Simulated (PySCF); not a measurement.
Zinc: a sound run and one with changed settings

Sound run: Zn [Ar] 3d10 4s2, Zn+ [Ar] 3d10 4s1. Calculation: PySCF 2.14, in x2c-TZVPall; scalar relativity by spin-free X2C-1e. In the sound run the correlated levels freeze [Ar]. The sound run starts from symmetry-adapted Hartree-Fock orbitals and uses a fine grid where one is needed.

Changed run: the non-relativistic Hamiltonian (point nucleus). This setting is unsound on purpose.

```tsv
species	method	sound run (hartree)	changed run (hartree)	converged
Zn	UHF	-1794.25420	-1771.17086	yes
Zn	TPSS	-1795.91253	-1772.83400	yes
Zn	PBE0	-1795.65091	-1772.57411	yes
Zn	MP2	-1794.66631	-1771.57479	yes
Zn	CCSD(T)	-1794.64624	-1771.55628	yes
Zn+	UHF	-1793.96788	-1770.89249	yes
Zn+	TPSS	-1795.56691	-1772.50039	yes
Zn+	PBE0	-1795.30927	-1772.24329	yes
Zn+	MP2	-1794.33779	-1771.25632	yes
Zn+	CCSD(T)	-1794.30949	-1771.22907	yes
```

Ionisation energy of Zn:

| method | sound run (eV) | changed run (eV) |
| --- | --- | --- |
| UHF | 7.791 | 7.575 |
| TPSS | 9.405 | 9.078 |
| PBE0 | 9.297 | 9.002 |
| MP2 | 8.939 | 8.666 |
| SCS-MP2 | 8.971 | 8.708 |
| CCSD | 9.065 | 8.813 |
| CCSD(T) | 9.163 | 8.904 |

Most of the change in total energy is the relativistic energy itself. On top of that the contraction fixes the core shape for the Hamiltonian it was made with, so the changed run is not a good calculation with the other Hamiltonian either.

For comparison, NIST gives 9.394 eV between the lowest levels.
